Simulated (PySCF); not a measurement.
SMILES s1c(ccc1OC)C=C, singlet (GFN2-xTB optimised geometry):

```
17

C     -2.303    -2.770     0.000
C     -0.973    -2.826     0.000
C     -0.094    -1.692     0.000
C      1.273    -1.692     0.000
C      1.851    -0.410     0.000
C      0.915     0.583     0.000
O      1.184     1.900     0.000
C      0.082     2.776     0.001
S     -0.703    -0.053     0.000
H     -2.907    -3.659     0.001
H     -2.823    -1.826    -0.001
H     -0.466    -3.783     0.001
H      1.853    -2.598     0.000
H      2.907    -0.215     0.000
H     -0.538     2.627     0.891
H     -0.537     2.630    -0.889
H      0.495     3.783     0.003
```

Level of theory: B3LYP/def2-SVP run with PySCF 2.14.0.

Q: What are the frontier orbital energies and the dipole moment?

A: HOMO-2 -7.75 eV, HOMO-1 -7.01 eV, HOMO -5.38 eV, LUMO -0.89 eV, LUMO+1 0.69 eV; dipole moment 1.19 D.

On the same geometry PBE/def2-SVP (PySCF) gives HOMO-2 -6.74 eV, HOMO-1 -6.15 eV, HOMO -4.65 eV, LUMO -1.53 eV, LUMO+1 -0.17 eV; dipole moment 1.38 D.

Meta-Löwdin charges at B3LYP/def2-SVP: C1 -0.25, C2 -0.09, C3 -0.11, C4 -0.12, C5 -0.19, C6 0.10, O7 -0.31, C8 -0.07, S9 0.19, H10 0.11, H11 0.10, H12 0.11, H13 0.11, H14 0.12, H15 0.10, H16 0.10, H17 0.12.
